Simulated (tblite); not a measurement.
H2N (SMILES [NH2-]), charge -1, singlet, at a GFN2-xTB geometry; GFN1-xTB (tblite).

Here is a job for tblite.
```
$ tblite run mol.xyz --method gfn1 --charge -1 --spin 0 --etemp 2000 --json tblite.json --no-restart

# file mol.xyz
3

N     -0.00186075     0.10526655     0.10524874
H      0.81703017    -0.33632412    -0.38615523
H     -0.80400491    -0.40054172    -0.35058595
```

What the program printed (banner, timings and long lists left out):

```
xTB calculator
 | screened Coulomb repulsion
 | Coulomb electrostatics
 |  * isotropic Klopman-Ohno-Mataga-Nishimoto electrostatics
 |  * onsite third-order electrostatics
 | DFT-D3(BJ) dispersion correction

halogen bonding energy    0.0000000000000E+00 Eh
repulsion energy          2.5791190916695E-02 Eh
dispersion energy        -1.7626926984100E-04 Eh
number of electrons       8.0000000000000E+00 e
integral cutoff           1.9731147476801E+01 bohr

------------------------------------------------------------
  cycle        total energy    energy error   density error
------------------------------------------------------------
      1     -4.330033251834  -4.3556482E+00   7.8469246E-01
      2     -4.366972187013  -3.6938935E-02   3.7332654E-01
      3     -4.372297194517  -5.3250075E-03   6.8783379E-02
      4     -4.372482425341  -1.8523082E-04   1.4777547E-03
      5     -4.372482843389  -4.1804896E-07   2.4493753E-05
      6     -4.372482843391  -1.1644019E-12   6.1125814E-06
------------------------------------------------------------

electronic energy        -4.3980977650375E+00 Eh
total energy             -4.3724828433906E+00 Eh

Post processing:
 | Mayer-Wiberg bond orders

[Info] JSON dump of results written to 'tblite.json'
```
